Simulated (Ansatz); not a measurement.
H (SMILES [H-]), charge -1, singlet (a gas-phase anion, which may not be bound at this level); CASSCF(2,2)/cc-pVDZ in Ansatz (an electronic-structure program).

Here is a job for Ansatz.
Ansatz 0.2 input:
```yaml
crystal:
  periodic: [false, false, false]
  atoms:
    - {symbol: H, position_ang: [0.00000000, 0.00000000, 0.00000000]}
basis:
  gaussian:
    orbitals: cc-pVDZ
hamiltonian:
  xc: hf
total_charge: -1
magnetization: {spin_polarized: false}
correlation: {active_space: {window: {electrons: 2, orbitals: 2}}}
```

Output, abridged:

```
Functional definition: HF
15 factors; integrals over basis functions are off by at most 5.2e-7 eV
mean field evaluation 1: about -12.2068 eV, gradient 1.1e0 eV
mean field evaluation 2: about -12.2065 eV, gradient 1.1e0 eV
mean field evaluation 4: about -12.2131 eV, gradient 1.3e-4 eV
mean field -12.21311576 eV, -0.4488237260 hartree, gradient 2.3e-6 eV, S^2 0.000000; 0 other end points of the search recorded, 0 dependent functions left out
reference -12.21311576 eV, -0.4488237260 hartree; 1, 1 occupied and 4, 4 virtual orbitals, 15 factors
state -12.51853911 eV, -0.4600478271 hartree
Total energy: -12.51853911 eV, -0.4600478271 hartree
```
